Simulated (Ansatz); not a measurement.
Stepwise reaction of `[SiH3][SnH]([Cl])[Cl]` with hydrogen, as a gas-phase model of exchange steps in deposition or etching. ΔE in kJ/mol; ΔG adds harmonic PBE0-D4 terms to CCSD(T)/CBS, at 1 bar.

Computed with Ansatz on PBE0-D4/def2-TZVP structures; ΔE is electronic, products minus reactants. CCSD(T)/CBS is the MP2 limit (def2-TZVPP, def2-QZVPP) plus CCSD(T) − MP2 in def2-TZVPP, frozen cores. This one scheme is used for every species. DFT in def2-TZVPP. B3LYP here is the variant with VWN-RPA as its local correlation; programs differ in this. def2 core potentials past Kr. For Sn outer-core shells are correlated without core-valence functions, which leaves a few kJ/mol of doubt a bond.

```tsv
step	reaction	PBE-D4	B3LYP-D4	ωB97M-V	CCSD(T)/CBS	ΔG(400 K)
1	`[SiH3][SnH]([Cl])[Cl]` + H₂ → `[SiH3][SnH2][Cl]` + HCl	78.2	80.2	75.3	79.3	73.8
```

Give the row of step 2, `[SiH3][SnH2][Cl]` + H₂ → `[SiH3][SnH3]` + HCl. (Best estimate.)

Computed: 
```
step                                        reaction  PBE-D4  B3LYP-D4  ωB97M-V  CCSD(T)/CBS  ΔG(400 K)
   2  `[SiH3][SnH2][Cl]` + H₂ → `[SiH3][SnH3]` + HCl    72.8      76.2     72.0         76.4       74.4
```

By hand: ΔE of the 2 steps together at CCSD(T)/CBS.

(79.3) + (76.4) = 155.7 kJ/mol, or 77.8 kJ/mol a step.

In ΔE the steps differ by no more than 2.9 kJ/mol. All are uphill at CCSD(T)/CBS. ΔG lies between 73.8 and 74.4 kJ/mol a step. PBE-D4 differs from CCSD(T)/CBS by -3.6 to -1.1 kJ/mol a step. Isolated molecules leave out the surface, adducts and barriers. Largest T1 diagnostic: 0.013.
